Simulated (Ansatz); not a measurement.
Ta(NH)(OSiH3)3 (TaSi₃NO₃H₁₀). The state is a triplet with charge 0. Geometry PBE-D4/def2-SVP, that of the neutral singlet.

```xyz
18

Ta   -0.100   -0.016   -0.024
N    -1.839   -0.275   -0.335
H    -2.832   -0.423   -0.514
O     0.589   -1.562    0.898
Si    0.489   -3.076    1.631
H    -0.873   -3.677    1.401
H     0.727   -2.924    3.109
H     1.544   -3.974    1.044
O     0.094    1.563    1.065
Si   -0.450    2.900    1.935
H    -1.952    2.973    1.891
H     0.134    4.146    1.330
H     0.009    2.774    3.361
O     0.793    0.217   -1.717
Si    0.889    0.315   -3.397
H    -0.476    0.150   -4.006
H     1.802   -0.769   -3.898
H     1.451    1.657   -3.775
```

In the def2 sets Ta takes a core potential; there is no spin–orbit coupling. At PBE0-D4/def2-TZVP a singlet of charge 0 lies 4.89 eV below the triplet at the same geometry.

**Question.** Estimate the α-spin orbital energies around the gap (eV) in Ansatz with PBE-D4/def2-TZVP, r2SCAN-D4/def2-TZVP, PBE0-D4/def2-TZVP.

**Answer.** 
```tsv
orbital	PBE-D4/def2-TZVP	r2SCAN-D4/def2-TZVP	PBE0-D4/def2-TZVP
HOMO−5	-7.69	-7.97	-9.03
HOMO−4	-7.66	-7.91	-8.98
HOMO−3	-7.35	-7.62	-8.66
HOMO−2	-7.26	-7.42	-8.51
HOMO−1	-7.15	-7.41	-8.50
HOMO	-1.47	-1.57	-2.64
LUMO	-1.38	-0.98	-0.50
LUMO+1	-1.29	-0.88	-0.11
LUMO+2	-0.77	-0.33	0.29
LUMO+3	-0.63	-0.18	0.41
LUMO+4	-0.59	-0.03	0.47
LUMO+5	-0.21	0.20	0.75
β HOMO	-7.03	-7.27	-8.36
β LUMO	-6.60	-5.91	-5.03
```
